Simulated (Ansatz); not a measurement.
Input file for Ansatz (a quantum-chemistry and plane-wave program): R-PBE0/def2-TZVPPD on HBr (SMILES Br). Files ending in .json are basis or fitting sets from the Basis Set Exchange.

Ansatz 0.2 input:
```yaml
crystal:
  periodic: [false, false, false]
  atoms:
    - {symbol: Br, position_ang: [-0.46725957, -1.37691034, -0.09631907]}
    - {symbol: H, position_ang: [0.41335495, -0.30808090, 0.25409780]}
basis:
  gaussian:
    orbitals: def2-TZVPPD.json
hamiltonian:
  xc: {name: PBE0}
scf: {lower_state_search: off}
```

Output:

```
Functional definition: PBE0
[...]
these checks for a lower state are left out or cut short: stability, starts, cluster_reference, orbital_swaps, neighbouring_geometries, increment
integrals: 0.01 GiB planned
531 factors; their error is unknown
mean field: 0.17 GiB planned
mean field evaluation 1: about -70054.1899 eV, gradient 6.6e0 eV
mean field evaluation 2: about -70054.2546 eV, gradient 3.7e0 eV
mean field evaluation 4: about -70054.2937 eV, gradient 7.9e-2 eV
mean field evaluation 8: about -70054.6152 eV, gradient 2.2e-2 eV
mean field -70054.61517466 eV, -2574.4596229451 hartree, gradient 1.3e-6 eV, S^2 0.000000; 0 other end points of the search recorded, 0 dependent functions left out
reference -70054.61520337 eV, -2574.4596240002 hartree; 18, 18 occupied and 56, 56 virtual orbitals, 531 factors
Total energy: -70054.61520337 eV, -2574.4596240002 hartree
Checks for a lower state left out: stability, starts, cluster_reference, orbital_swaps, neighbouring_geometries, increment
```

Self-consistency was reached.

Cost: about 0.28 core-seconds (a rough figure).
